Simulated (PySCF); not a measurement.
The dipole of `[C-]#[N+]c1c(F)c(F)c(F)c(F)c1F` (isocyanopentafluorobenzene) from its density and from atomic charges.

Coordinates (PBE0-D3(BJ)/def2-SVP, Å) and charges (e) from the PBE0/pcSseg-1 density (PySCF):

```csv
atom,x,y,z,Mulliken,IAO,Hirshfeld,ESP-fitted
C1,3.452,-0.176,-1.134,+0.0668,-0.0121,-0.0472,-0.4557
N2,2.334,-0.126,-0.767,-0.4288,-0.1129,-0.0694,+0.7275
C3,1.040,-0.058,-0.343,0.0000,+0.0096,+0.0238,-0.7243
C4,0.289,1.106,-0.549,+0.4101,+0.2665,+0.0765,+0.3531
F5,0.833,2.137,-1.156,-0.2303,-0.2207,-0.0445,-0.1284
C6,-1.032,1.177,-0.117,+0.2354,+0.2254,+0.0575,+0.0804
F7,-1.736,2.273,-0.314,-0.2401,-0.2253,-0.0531,-0.1048
C8,-1.610,0.085,0.529,+0.2480,+0.2435,+0.0674,+0.1421
F9,-2.857,0.149,0.942,-0.2350,-0.2201,-0.0479,-0.0916
C10,-0.872,-1.080,0.738,+0.2342,+0.2255,+0.0573,+0.0652
F11,-1.428,-2.107,1.347,-0.2400,-0.2252,-0.0530,-0.1010
C12,0.448,-1.150,0.306,+0.4101,+0.2664,+0.0765,+0.3739
F13,1.143,-2.247,0.507,-0.2304,-0.2207,-0.0446,-0.1364
```

Q: Form Σ q r in debye for every column and set it beside the full dipole.

A: The full density gives (-1.93, 0.10, 0.63) D, 2.03 D in size; dipole vectors point from the negative to the positive end.

```
    scheme     μx    μy    μz  size (D)  share of the full size (%)  angle to the full dipole (°)
  Mulliken  -1.63  0.10  0.53      1.71                          84                             0
       IAO  -0.07  0.00  0.02      0.07                           4                             1
 Hirshfeld  -1.18  0.06  0.39      1.24                          61                             0
ESP-fitted  -1.94  0.10  0.63      2.04                         100                             0
```

Q: Which set comes closest?

A: Length of the difference vector: ESP-fitted 0.01 D, Mulliken 0.32 D, Hirshfeld 0.80 D, IAO 1.96 D. Closest: ESP-fitted. ESP charges are fitted to the potential around the molecule, whose slowest-falling term is the dipole's. 

Q: What is left for the Hirshfeld atoms' own dipoles?

A: The shares of the density sum to the whole, so what Σ q r misses lies in dipoles about the nuclei. The atomic dipoles sum to (-1.93, 0.10, 0.63) − (-1.18, 0.06, 0.39) = (-0.75, 0.04, 0.24) D, 0.80 D in size.

Q: With the origin at the mean of the coordinates, (0.000, -0.001, -0.001) Å, which are the largest single terms, by size, of the Mulliken dipole along the direction of the full one?

A: N2 +5.07, F9 -3.40, C8 +2.02, F11 -1.93, F7 -1.91 D; all 13 atoms together +1.71 D. The single terms depend on the origin, their sum doesn't.

Q: Give the size of the full dipole in other units.

A: 2.03 D = 0.801 au = 0.424 e·Å = 6.79 × 10⁻³⁰ C·m.

Geometry: PBE0-D3(BJ)/def2-SVP; no solvent, vibrations or thermal averaging.

The run behind these numbers computed NMR shieldings as well. The run took 21 s wall, 53 s CPU on an Intel Xeon Platinum 8559C with 2 threads, on a shared host, and the process peaked at 1.9 GiB of memory.
